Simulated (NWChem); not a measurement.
Molecule: C3H3N2, doublet; SMILES [N]1C=NC=C1

```xyz
8

C     -0.6839    -0.0428    -0.9364
C      0.6839    -0.0428    -0.9364
N      1.0558    -0.0210     0.3814
C      0.0000    -0.0617     1.1841
N     -1.0558    -0.0210     0.3814
H     -1.4242    -0.0425    -1.7328
H      1.4242    -0.0425    -1.7328
H      0.0000    -0.0504     2.2707
```
Atoms are numbered in this order, from 1.

Level: PBE0/def2-SVP, spin-unrestricted (NWChem), optimised geometry, unscaled harmonic frequencies. 

Question: List the harmonic frequencies with IR intensities, and the thermochemistry.

Answer: 
```tsv
frequency (cm⁻¹)	IR intensity (km/mol)
165	83.1
639	152.8
710	287.8
771	48.2
805	15.9
861	1.9
892	7.8
1071	14.3
1117	5.1
1211	2.6
1238	4.6
1314	0.4
1427	2.8
1435	2.3
1566	4.0
3281	7.6
3304	0.0
3317	3.4
```

zero-point energy: 35.9 kcal/mol
thermal correction to the enthalpy at 298.15 K (with zero-point energy): 39.1 kcal/mol
heat capacity Cv: 13.4 cal/(mol K)
entropy at 298.15 K and 1 atm (symmetry number 1, electronic part: spin degeneracy alone): 68.0 cal/(mol K)
dipole moment: 0.30 D

Rigid rotor and harmonic oscillator.
